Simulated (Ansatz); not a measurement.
Total energies of (ZnSe)4 cube (Zn4Se4) from Ansatz at PBE0-D4/def2-SVP, gas phase (1 Eh = 27.2114 eV = 2625.5 kJ/mol). The reference geometry is relaxed at PBE-D4/def2-SVP.

Cartesian coordinates in Å:
```
Zn -0.061 1.450 0.850
Se 0.748 1.842 -1.462
Zn -1.008 0.094 -1.343
Se -2.317 0.424 0.738
Zn -0.510 -1.256 0.997
Se 1.479 -0.138 1.971
Zn 1.579 -0.289 -0.503
Se 0.090 -2.128 -1.247
```

```
                 state   geometry   energy (Eh)
      charge 0 singlet  reference  -16719.87572
      charge 1 doublet  reference  -16719.55974
     charge -1 doublet  reference  -16719.92870
free Zn atom (singlet)          –   -1778.88088
free Se atom (triplet)          –   -2400.91098
```

Q: Work out the vertical ionisation energy to the doublet.

A: E(charge 1 doublet) − E(charge 0 singlet) = -16719.55974 − (-16719.87572) = 0.31598 Eh = 8.60 eV. For comparison, −ε of the highest occupied level is 6.99 eV at this level, 1.61 eV less.

Q: Work out the vertical electron affinity, to the doublet.

A: E(charge 0 singlet) − E(charge -1 doublet) = -16719.87572 − (-16719.92870) = 0.05298 Eh = 1.44 eV. The basis lacks diffuse functions, which makes affinities too small.

Q: Give the fundamental gap IE − EA, the Mulliken electronegativity (IE + EA)/2 and the hardness (IE − EA)/2.

A: From the values in Eh: IE − EA = 0.31598 − 0.05298 = 0.26300 Eh = 7.16 eV; (IE + EA)/2 = 5.02 eV; (IE − EA)/2 = 3.58 eV. The HOMO–LUMO gap of the same run is 4.27 eV, 2.89 eV smaller than the fundamental gap.

Q: What is the binding energy per atom against free atoms?

A: Atoms: 4 × (-1778.88088) + 4 × (-2400.91098) = -16719.16744 Eh. Binding: -16719.16744 − (-16719.87572) = 0.70828 Eh = 19.27 eV, or 2.41 eV for each of 8 atoms (no zero-point energy, no counterpoise term).
